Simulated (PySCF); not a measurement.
**Vertical excitation energies**

Compound: C6H4F4.
Numbering: `[F:1][C:2]1=[C:3]([C:4]([F:5])([F:6])[F:7])[CH:8]=[CH:9][CH2:10]1` (hydrogens: H11 on C8; H12 on C9; H13, H14 on C10)

Computed, not measured: TDDFT wB97X-D/def2-SVPD, vertical, gas phase, core orbitals frozen in the response (PySCF 2.14.0, density-fitted response routines). Geometry: PBE0-D3(BJ)/def2-SVP; no solvent, vibrations or thermal averaging. Torsions of this conformer, `[F:1][C:2]1=[C:3]([C:4]([F:5])([F:6])[F:7])[CH:8]=[CH:9][CH2:10]1`: C2–C3–C4–F5 11°.

Q: List the vertical singlet excitations with oscillator strengths and describe the spectrum.

A: 

| state | E (eV) | λ (nm) | f | main configurations (H = HOMO, L = LUMO) |
| --- | --- | --- | --- | --- |
| S1 | 5.09 | 243.4 | 0.066 | H→L (99%) |
| S2 | 6.80 | 182.4 | 0.0012 | H→L+1 (88%) |
| S3 | 6.86 | 180.8 | 0.0077 | H→L+3 (50%), H-1→L (38%), H→L+2 (10%) |
| S4 | 7.23 | 171.4 | 0.025 | H→L+2 (76%), H→L+3 (13%) |
| S5 | 7.67 | 161.7 | 0.0008 | H-2→L (96%) |
| S6 | 7.96 | 155.7 | 0.0048 | H→L+4 (85%) |
| S7 | 8.12 | 152.7 | 0.723 | H-1→L (57%), H→L+3 (31%) |
| S8 | 8.32 | 149.0 | 0.0043 | H-3→L (83%) |
| S9 | 8.54 | 145.2 | 0.0040 | H→L+7 (49%), H→L+5 (32%) |
| S10 | 8.60 | 144.1 | 0.0014 | H→L+6 (30%), H→L+5 (21%), H→L+7 (16%) |

Triplets (Tamm–Dancoff): T1 3.17 eV, H→L (95%); T2 4.93 eV, H→L+3 (51%), H-1→L (35%), H→L+2 (9%); T3 6.68 eV, H-1→L (63%), H→L+3 (30%); T4 6.77 eV, H→L+1 (77%), H→L+2 (8%).

The lowest singlet comes at 243 nm (491 kJ/mol) in the ultraviolet; it is of moderate strength; its leading configuration is HOMO→LUMO (99%). The strongest level in the table is S7 at 8.12 eV (153 nm, f = 0.723). Löwdin shares by element: HOMO carbon 80% or more (atoms not listed hold the other 20%); LUMO carbon 67% or more (atoms not listed hold the other 33%). Of the 10 states listed, 3 reach f = 0.01 and none stays under 0.0005. Weighted by f, the mean energy of these states is 7.84 eV. The oscillator strengths of these states sum to 0.838; summed over the whole spectrum of an exact calculation they would give the number of electrons, 76 (Thomas–Reiche–Kuhn). All these states lie below the vertical ionisation energy of 9.05 eV (ΔSCF). Singlets were solved by full linear response, triplets in the Tamm–Dancoff approximation.
